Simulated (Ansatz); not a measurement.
Correlation energies of C3H9AlS (`CSC[CH2][AlH2]`) by basis set

Z-matrix (Å, degrees):
```
C
S 1 1.797
H 1 1.090 2 107.1
H 1 1.090 2 109.9 3 -118.4
H 1 1.090 2 110.2 3 119.1
C 2 1.836 1 103.9 3 -174.2
Al 2 2.493 1 109.6 3 -96.9
C 6 1.527 2 104.4 1 135.5
H 6 1.093 2 109.1 1 -99.0
H 6 1.092 2 106.1 1 18.0
H 7 1.603 2 99.3 1 -8.7
H 7 1.593 2 112.9 1 119.3
H 8 1.094 6 110.4 2 80.9
H 8 1.092 6 111.1 2 -159.9
```

The species carries charge 0 and has multiplicity 1. The structure was optimised at the PBE0-D4/def2-TZVP level. It is one conformer, not always the lowest. Frozen core, restricted reference, Ansatz 0.2.0. CBS rows extrapolate triple and quadruple zeta; past MP2 they add the triple-zeta difference.

```csv
basis,HF (Eh),MP2 corr.,CCSD corr.,(T),CCSD(T) total
def2-TZVPP,-758.34457,-0.79522,-0.85726,-0.03620,-759.23803
def2-QZVPP,?,?,–,–,–
CBS(def2),-758.37189,?,?,as TZ,?
```

Task: Fill in the withheld values. (Best estimate.)

Result: The calculation gave: def2-QZVPP HF (Eh): -758.36858; def2-QZVPP MP2 corr.: -0.85042; CBS(def2) MP2 corr.: -0.89130; CBS(def2) CCSD corr.: -0.95333; CBS(def2) CCSD(T) total: -759.36142.
